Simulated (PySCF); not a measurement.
**Telling isomers of C$_{6}$H$_{10}$O apart by NMR**

[PySCF 2.14: GFN2-xTB structure; PBE0/pcSseg-1 with gauge-including orbitals; in vacuum; one computed conformer; relativity neglected; equivalent nuclei averaged]

Chemical shifts δ = σref − σ; ¹H (σref 31.72) and ¹³C (σref 186.93) vs TMS, all at this level. Where no couplings were computed, multiplicities follow the n + 1 count of equivalent neighbours, and m marks all less simple cases (inequivalent or close neighbours, rings, F or P nearby). Shifts are as computed. Against solution values, carbons near 30 ppm lie about +3 ppm off and those near 130 ppm about +5 ppm. Of 1211 compounds with measured shifts, 218 miss one by over three times the rms of a fit or turn the order of signals round; such compounds aren't used in these exercises. OH and NH positions are gas-phase values without hydrogen bonding to other molecules.

(1) Tabulate the signals of `C[C@@H]1C=CO[C@H]1C`, `C=CCC1(O)CC1` and their relative energies.

(2) What is the quickest way to tell C[C@@H]1C=CO[C@H]1C from C=CCC1(O)CC1?

## Answers

(1) 
| SMILES | carbon types | δC | δH | E rel. (kcal/mol) |
| --- | --- | --- | --- | --- |
| C[C@@H]1C=CO[C@H]1C | 4×CH 2×CH3 | 152.7, 109.0, 86.9, 49.5, 25.2, 24.8 | 6.26 (d, 1H), 4.87 (m, 1H), 4.12 (m, 1H), 2.56 (m, 1H), 1.25 (d, 3H), 1.13 (d, 3H) | 0.0 |
| C=CCC1(O)CC1 | 1×C 1×CH 4×CH2 | 145.5, 124.8, 56.2, 48.9, 14.5 | 6.31 (m, 1H), 5.58 (m, 1H), 5.48 (m, 1H), 2.28 (d, 2H), 1.78 (br s, 1H), 0.85 (m, 2H), 0.39 (m, 2H) | 21.9 |

Energies are electronic energies at PBE0/pcSseg-1 on these geometries, without zero-point or thermal terms, each for the one conformer computed, which needn't be the lowest.

(2) Count the carbon signals: 6 against 5. The first has an allylic sp3 CH at 49.5 ppm, the second a terminal =CH2 carbon at 124.8 ppm. Their most deshielded carbons lie at 152.7 and 145.5 ppm.
